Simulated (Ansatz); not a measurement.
The C3–H5 bond of C2H6Mg (SMILES C[CH2][MgH]) is stretched (multiplicity 1, the rest rigid).
Geometry at rest (charge 0, multiplicity 1):
```
atom    x (Å)    y (Å)    z (Å)
----  -------  -------  -------
Mg    -0.1443   0.3313   1.3937
H     -0.3373   1.1905   2.8557
C      0.0933  -0.7191  -0.4142
C      0.1315   0.1361  -1.6926
H     -0.7157  -1.4553  -0.4913
H      1.0112  -1.3150  -0.3458
H      0.9553   0.8554  -1.6784
H     -0.7876   0.7138  -1.8253
H      0.2569  -0.4673  -2.5988
```

Frozen-core correlation.

The values were computed with Ansatz (Gaussian basis) for Hartree–Fock, density functionals and correlated methods. Values without a source in brackets are computed.

Energies above the point at 1.097 Å (the B3LYP-D3(BJ) bond length), FIC-MRCISD+Q on CASSCF(2,2)/def2-SVP (kcal/mol): 6.98 at 0.987 Å; 2.83 at 1.206 Å; 103.33 at 3.509 Å.

### Question
Take the last value as the depth D of a Morse curve D(1 − e^(−a(R − R₀)))², fit a and R₀ to the two near points, and test it at 1.480 and 1.919 Å.

### Answer

With D = 103.3, both near points (counted from the curve's value at 1.097 Å) are met by a = 1.89 Å⁻¹ and R₀ = 1.110 Å, so k = 2Da² = 740 kcal/(mol Å²). The curve then gives 26.2 and 63.4 kcal/mol; the level itself gives 26.0 and 64.6, so Morse is off by 0.2 and -1.2.

Ansatz is an electronic-structure program.
